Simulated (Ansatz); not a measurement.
Pb2O4, relaxed as a triplet with UKS PBE-D4/def2-SVP in Ansatz, starting from the PBE-D4/def2-SVP geometry of the neutral singlet. Force threshold 0.02 eV/Å.

In the def2 sets Pb takes a core potential; there is no spin–orbit coupling. The structure holds 2 bonds between oxygen atoms, so isomers without such links may lie far lower. In the triplet geometry the species has come apart into loosely held pieces. The relaxation made no stability test and no search for a lower SCF solution. The structure comes from a short search, and lower isomers may exist.

Start:

Cartesian coordinates in Å:
```
Pb -0.207 -1.076 -1.409
Pb 1.174 0.069 1.542
O -0.771 1.153 0.322
O -1.025 -0.276 0.832
O 1.605 -0.986 -0.234
O -0.776 1.116 -1.053
```

| step | energy (eV) | largest force component (eV/Å) | SCF passes |
| --- | --- | --- | --- |
| 1 | -18667.8721 | 3.410 | 29 |
| 2 | -18668.5769 | 2.982 | 36 |
| 3 | -18669.3493 | 2.387 | 38 |
| 4 | -18670.1008 | 0.655 | 35 |
| 5 | -18670.2831 | 0.705 | 33 |
| 6 | -18670.3299 | 0.399 | 33 |
| 7 | -18670.3548 | 0.104 | 31 |
| 8 (rejected) | -18670.3524 | 0.196 | 37 |
| 9 | -18670.3620 | 0.035 | 32 |
| 10 | -18670.3626 | 0.087 | 26 |
| 11 | -18670.3633 | 0.048 | 25 |
| 12 | -18670.3633 | 0.026 | 26 |
| 13 | -18670.3641 | 0.014 | 25 |
| 14 | -18670.3643 | 0.118 | 30 |
| 15 | -18670.3647 | 0.041 | 25 |
| 16 (rejected) | -18670.3637 | 0.108 | 26 |
| 17 | -18670.3649 | 0.018 | 26 |
| 18 | -18670.3651 | 0.018 | 25 |
| 19 | -18670.3652 | 0.038 | 26 |
| 20 | -18670.3652 | 0.039 | 28 |
| 21 | -18670.3653 | 0.025 | 27 |
| 22 | -18670.3653 | 0.012 | 27 |

Force components are those of the run's own axes.

End:

```xyz
6

Pb   -0.1972   -1.3776   -1.0137
Pb    1.2456   -0.2844    1.6782
O    -1.1441    1.8336   -0.0925
O    -0.7300   -0.8282    1.0249
O     1.7896   -0.8758   -0.3351
O    -0.9638    1.5323   -1.2619
```

Bonds lost: Pb1–O6, O3–O4 (atoms count from 1). The end holds 2 separate pieces.

The force fell under the threshold at step 13, but the optimiser went on. No frequencies were taken in this run, so the end may be a saddle point.

It took 32 s on 4 threads of Arm Neoverse V2 on a shared host.
